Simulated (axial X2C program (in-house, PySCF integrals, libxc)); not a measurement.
## Which molecule has these constants?

Computed with an in-house all-electron X2C program for linear molecules (integrals from PySCF), spin-free (one-electron X2C) or two-component (2c: spin–orbit coupling with atomic mean-field Coulomb and Gaunt terms, which also bring small scalar terms), in Dyall basis sets with cores contracted in-house; open shells are unrestricted.

A two-component PBE0 calculation in a Dyall 3-zeta basis gave Re = 1.621 Å, ωe = 1142.6 cm⁻¹, De = 4.87 eV, Ω = 1/2.

Question: Which molecule is it?
A. GeSe⁺
B. CSe⁺
C. SnSe⁺

Answer: B. The others have SnSe⁺ 2.488 Å and 265.5 cm⁻¹ (Ω = 3/2); GeSe⁺ 2.287 Å and 326.3 cm⁻¹ (Ω = 3/2).

Each entry is the lowest single determinant of a limited PBE0 search at one distance. De goes to single-determinant-based atoms at the same level (for ions the charge split of lowest energy) and is withheld (n/a) where an atom does not fit its ground term or J level. Main or longest-lived isotopes. One determinant is a doubtful description, or other states lie close, for CSe⁺, SnSe⁺, GeSe⁺; these need not be ground states, and all values refer to the states named. Some light 2c atoms are not at their ground J level, so De misses part of their lowering (0.04 eV or less). The functionals have no current term, which raises determinants with orbital currents.
